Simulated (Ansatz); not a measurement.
System: sum formula SiCl2F, net charge -1, singlet state. 
Structure (B3LYP-D3(BJ)/def2-TZVP (Ansatz, a first-principles code) minimum search):
```
Si
F 1 1.6581
Cl 1 2.2537 2 96.72
Cl 1 2.2537 2 96.72 3 98.85
```
Charge -1, spin multiplicity 1.

Basis-set convergence of Hartree-Fock and CCSD correlation energies (hartree) with Ansatz. Cores are frozen in the correlated levels unless marked. Spin-orbit coupling is left out. Non-relativistic.

| basis | functions | E(HF) | E(corr, CCSD) |
|---|---|---|---|
| aug-cc-pV(D+d)Z | 119 | -1307.60433 | -0.64157 |
| aug-cc-pV(T+d)Z | 211 | ___ | ___ |

Fill in the missing entries.


- aug-cc-pV(T+d)Z, E(HF): -1307.66868
- aug-cc-pV(T+d)Z, E(corr, CCSD): -0.80377
